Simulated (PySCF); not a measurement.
Isomers of C9H16, mass 124.125 u with the commonest isotopes. The calculation used PBE0-D3(BJ)/def2-SVP geometry optimisation, gas phase in PySCF 2.14.0. One conformer each, none proved a minimum here; rigid rotors.

Problem. Order these by radius of gyration √(Σ m r²/M), smallest first.
A. `[CH2:1]=[C:2]([CH3:3])[C:4](=[CH2:5])[C:6]([CH3:7])([CH3:8])[CH3:9]` with C1–C2–C4–C5 97°
B. `[C@H]12[C@H]([C@@H](C[C@@H](C2)C1)C)C`
C. `[CH2:1]1[CH2:2][CH2:3][C@@H:4]2[CH2:5][CH2:6][CH2:7][C@H:8]2[CH2:9]1` with C9–C1–C2–C3 54°, C1–C2–C3–C4 -54°, C2–C3–C4–C5 175°, C3–C4–C5–C6 -160°

Solution. B (1.957 Å), C (2.059 Å), A (2.087 Å).

Problem. Order these by rotational constant C, largest first.
A. `C[C@@H]1C[C@H]2C[C@H](C2)[C@H]1C`
B. `[CH2:1]1[CH2:2][CH2:3][C@@H:4]2[CH2:5][CH2:6][CH2:7][C@H:8]2[CH2:9]1` with C9–C1–C2–C3 54°, C1–C2–C3–C4 -54°, C2–C3–C4–C5 175°, C3–C4–C5–C6 -160°
C. `[CH2:1]=[C:2]([CH3:3])[C:4](=[CH2:5])[C:6]([CH3:7])([CH3:8])[CH3:9]` with C1–C2–C4–C5 97°

Solution. A (1194 MHz), C (1158 MHz), B (998.5 MHz).

Problem. Order these by rotational constant A, smallest first.
A. `[CH2:1]=[C:2]([CH3:3])[C:4](=[CH2:5])[C:6]([CH3:7])([CH3:8])[CH3:9]` with C1–C2–C4–C5 97°
B. `[CH2:1]1[CH2:2][CH2:3][C@@H:4]2[CH2:5][CH2:6][CH2:7][C@H:8]2[CH2:9]1` with C9–C1–C2–C3 54°, C1–C2–C3–C4 -54°, C2–C3–C4–C5 175°, C3–C4–C5–C6 -160°
C. `C[C@@H]1C[C@H]2C[C@H](C2)[C@H]1C`

Solution. A (2214 MHz), C (2291 MHz), B (2966 MHz).

```csv
SMILES,point group,Ia (u·Å²),Ib (u·Å²),Ic (u·Å²),κ,μa (D),μb (D),μc (D)
C[C@@H]1C[C@H]2C[C@H](C2)[C@H]1C,C1,220.62,307.36,423.23,-0.18,0.03,0.01,0.07
C=C(C)C(=C)C(C)(C)C,C1,228.28,416.41,436.48,-0.89,0.16,0.14,0.41
C1CC[C@@H]2CCC[C@H]2C1,C2,170.39,375.90,506.15,-0.65,0.08,0.00,0.00
```
